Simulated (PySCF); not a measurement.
Gas-phase reaction: W2O6 + 4 Cl → 2 WO2Cl2 + 2 O

Method: PySCF energies plus ideal-gas RRHO corrections (1 bar). † marks an energy on the PBE0/def2-TZVP geometry and frequencies. MP2 freezes the core. Open shells (unrestricted): Cl (multiplicity 2, electronic degeneracy 6), O (multiplicity 3, electronic degeneracy 9); the rest are closed-shell singlets. Spin-orbit splitting is ignored; it lowers the true energy and changes the entropy of Cl, O. B3LYP is the form with VWN-RPA correlation. W: scalar-relativistic def2 core potential, no spin-orbit coupling. W2O6: computed as isolated molecules; such fragments, hydroxides, amides, oligomers or adducts are transient or little studied in the gas. MP2 isn't extrapolated to the basis-set limit; its ΔH°(298 K) is -100.5 kJ in def2-SVP and -118.3 kJ in def2-TZVPP. The harmonic model lacks anharmonicity and excited electronic states, which grow with temperature; levels with a mode under 35 cm⁻¹ are left out. Soft modes under 120 cm⁻¹ make the harmonic entropy rough for W2O6, WO2Cl2.

```json
[
 {"level": "B3LYP/def2-TZVP†", "ΔE electronic, kJ": "-95", "ΔH°(298 K), kJ": "-101", "ΔS°(298 K), J/K": "-59", "ΔG°(2000 K), kJ": "25"},
 {"level": "HF/def2-TZVP†", "ΔE electronic, kJ": "-241", "ΔH°(298 K), kJ": "-247", "ΔS°(298 K), J/K": "-59", "ΔG°(2000 K), kJ": "-121"},
 {"level": "MP2/def2-TZVPP†", "ΔE electronic, kJ": "-112", "ΔH°(298 K), kJ": "-118", "ΔS°(298 K), J/K": "-59", "ΔG°(2000 K), kJ": "8"},
 {"level": "PBE/def2-TZVP†", "ΔE electronic, kJ": "-100", "ΔH°(298 K), kJ": "-107", "ΔS°(298 K), J/K": "-59", "ΔG°(2000 K), kJ": "19"},
 {"level": "PBE0/def2-QZVP†", "ΔE electronic, kJ": "-130", "ΔH°(298 K), kJ": "-137", "ΔS°(298 K), J/K": "-59", "ΔG°(2000 K), kJ": "-11"},
 {"level": "r2SCAN/def2-TZVP†", "ΔE electronic, kJ": "-131", "ΔH°(298 K), kJ": "-138", "ΔS°(298 K), J/K": "-59", "ΔG°(2000 K), kJ": "-12"}
]
```
ΔH° is lowest at HF/def2-TZVP† and highest at B3LYP/def2-TZVP†. No reference value is set beside these.
